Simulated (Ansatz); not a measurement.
Reaction (redistribution): `Cl[SiH]1CO1` + `C[SiH](F)N[SiH3]` → `[SiH3]N[SiH]1CO1` + `C[SiH](F)Cl`

Program: Ansatz. Geometries: PBE0-D4/def2-TZVP. ΔE: electronic, gas phase. CCSD(T)/CBS is the MP2 limit (def2-TZVPP, def2-QZVPP) plus CCSD(T) − MP2 in def2-TZVPP, frozen cores. Functionals use def2-TZVPP. One conformer a species, not always the lowest.

| level | ΔE (kJ/mol) |
| --- | --- |
| r2SCAN-D4 | -8.5 |
| ωB97M-V | -8.9 |
| B2PLYP | -9.8 |
| HF/def2-QZVPP | -13.8 |

Problem. What does CCSD(T)/CBS give? (Best estimate.)

Solution. Ansatz gave: -9.3 kJ/mol. The listed levels differ from it by 0.8, 0.4, -0.5, -4.5 kJ/mol.

Largest T1 diagnostic among the species: 0.013.

In def2-TZVPP, CCSD(T) changes the Hartree–Fock value by +4.9 kJ/mol (the triples alone add +0.9 kJ/mol) and MP2 by +4.1 kJ/mol.
